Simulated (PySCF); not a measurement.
C (carbon, neutral) across methods

[He] 2s2 2p1 3s1, high-spin 3P determinant (an excited configuration). Computed with PySCF 2.14 in aug-cc-pCVTZ-DK (7s6p4d2f, 59 functions), with scalar relativity by spin-free X2C-1e. The B2PLYP total includes its PT2 part (frozen core); its orbital energies are those of the SCF part.

| method | E (hartree) | mean ε 2s β (eV) | mean ε 2p α (eV) | mean ε 3s α (eV) | Σ⟨r²⟩ (bohr²) | ⟨S²⟩ |
| --- | --- | --- | --- | --- | --- | --- |
| r2SCAN | -37.5490 | -18.803 | -12.576 | -1.844 | 33.88 | 2.005 |
| wB97M-V | -37.5723 | -22.639 | -15.725 | -3.137 | 33.37 | 2.001 |
| UHF | -37.42928 | -23.379 | -18.696 | -3.249 | 33.98 | 2.007 |
| PBE | -37.5236 | -18.550 | -11.885 | -1.864 | 33.83 | 2.002 |
| LDA | -37.1888 | -18.440 | -11.746 | -1.808 | 33.51 | 2.001 |
| PBE0 | -37.5312 | -20.078 | -13.695 | -2.300 | 33.86 | 2.003 |
| TPSSh | -37.5870 | -19.332 | -13.052 | -2.006 | 34.05 | 2.003 |
| r2SCANh | -37.5501 | -19.357 | -13.233 | -2.006 | 33.84 | 2.005 |
| B2PLYP | -37.5545 | -21.336 | -15.563 | -2.514 | 33.68 | 2.004 |

The outer electron is Rydberg-like, and this basis confines it to a smaller radius and binds it less than a complete one would.
